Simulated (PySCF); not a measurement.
ZnB: one state, many levels of theory

State: ²Π (doublet), unpaired electrons π ↑. Set-up: PySCF, no relativity, basis sets Zn 6-31G(d,p), B 6-31G(d,p). De refers to Zn + B in their high-spin ground configurations, without counterpoise correction. The functionals are run spin-unrestricted. A positive dipole means Zn(−)B(+). Levels whose curve was spin-contaminated or gave no clean fit are not listed.

```tsv
Level	Re (Å)	ωe (cm⁻¹)	De (eV)	μ (D)
ROHF-MP2	2.150	343	0.479	n/a
ROHF-SCS-MP2	2.189	309	0.358	n/a
ROHF-CCSD	2.203	320	0.371	n/a
ROHF-CCSD(T)	2.158	362	0.495	n/a
PBE	2.045	450	1.38	-1.43
BLYP	2.069	423	1.13	-1.22
PBE0	2.106	398	0.98	-1.50
B97-3	2.151	366	0.78	-1.52
```

The bond length runs from 2.045 Å (PBE) to 2.203 Å (ROHF-CCSD). De spans 0.36 eV (ROHF-SCS-MP2, perturbation theory) to 1.38 eV (PBE, GGA).

Correlated steps freeze 6 core orbitals. Correlated levels converge slowly with the basis: in double zeta they bind strong bonds too weakly, by up to about 1 eV, and carry superposition errors of some tenths. The state is the lowest determinant that a PBE0 search found; another state may lie lower at other levels.
